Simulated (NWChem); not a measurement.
System: C4H7N; SMILES C#C[C@@H](C)N

Input file for NWChem:

```
start job
memory heap 200 mb stack 900 mb global 1100 mb
geometry units angstroms noautosym nocenter noautoz
  C     -0.009547     2.245139    -0.130144
  C      0.011577     1.041967     0.084729
  C      0.036402    -0.400148     0.369923
  C     -1.225841    -1.094122    -0.168863
  N      1.224920    -1.010181    -0.246318
  H     -0.030847     3.307189    -0.328958
  H      0.016426    -0.494037     1.489286
  H     -2.142242    -0.648213     0.263123
  H     -1.260215    -1.002926    -1.271607
  H     -1.207370    -2.171989     0.093878
  H      1.291591    -1.987247     0.069623
  H      2.070483    -0.541337     0.103690
end
basis spherical
  C library def2-svp
  N library def2-svp
  H library def2-svp
end
dft
  xc m06-2x
  iterations 150
end
cosmo
  dielec 37.5
end
task dft energy
```

The geometry was optimised at PBE-D3(BJ)/def2-SVP.

Level: M06-2X/def2-SVP with COSMO at NWChem's default radii, gas-phase geometry; the question gives the dielectric constant.

Task: What results follow from this input? (M06-2X/def2-SVP, COSMO on the gas-phase geometry.) Quantities: electrostatic solvation energy (kcal/mol); dipole in solution (D).

Result: 
- electrostatic solvation energy (kcal/mol): -6.7
- dipole in solution (D): 2.08
